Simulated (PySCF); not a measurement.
TPSS on Bi⁻ (bismuth, charge -1), [Xe] 4f14 5d10 6s2 6p4, high-spin 3P determinant. Computed with PySCF 2.14 in x2c-TZVPPall with one added diffuse shell each of s, p, d, f type (12s8p7d4f, 99 functions), with scalar relativity by spin-free X2C-1e.

```
cycle= 1 E= -21534.5422068446  delta_E= -0.0245  |g|= 0.113  |ddm|= 0.477
cycle= 2 E= -21534.5425891223  delta_E= -0.000382  |g|= 0.071  |ddm|= 0.107
cycle= 3 E= -21534.5429945232  delta_E= -0.000405  |g|= 0.014  |ddm|= 0.054
cycle= 4 E= -21534.5430383513  delta_E= -4.38e-05  |g|= 0.00287  |ddm|= 0.0263
cycle= 5 E= -21534.5430450377  delta_E= -6.69e-06  |g|= 0.000378  |ddm|= 0.00903
cycle= 6 E= -21534.5430452468  delta_E= -2.09e-07  |g|= 5.27e-05  |ddm|= 0.00194
cycle= 7 E= -21534.5430452508  delta_E= -3.98e-09  |g|= 2.15e-06  |ddm|= 0.000211
cycle= 8 E= -21534.5430452507  delta_E= 7.28e-12  |g|= 3.58e-07  |ddm|= 1.04e-05
converged SCF energy = -21534.5430452507  <S^2> = 2.0062811  2S+1 = 3.0041845
```

Highest occupied orbital energy: 1.433 eV; ⟨L²⟩ = 2.04; populations by l: s 12.00, p 28.00, d 30.00, f 14.00.

Q: Can this result be used?

A: With care. Self-consistency was reached. Spin-orbit coupling is strong in this species (close to jj coupling), so the high-spin LS determinant is a model state, not a physical level. At TPSS the highest occupied level has a positive energy, so only the finite basis holds that electron; in a semilocal or global hybrid functional this comes from self-interaction and does not mean that the real anion is unbound.
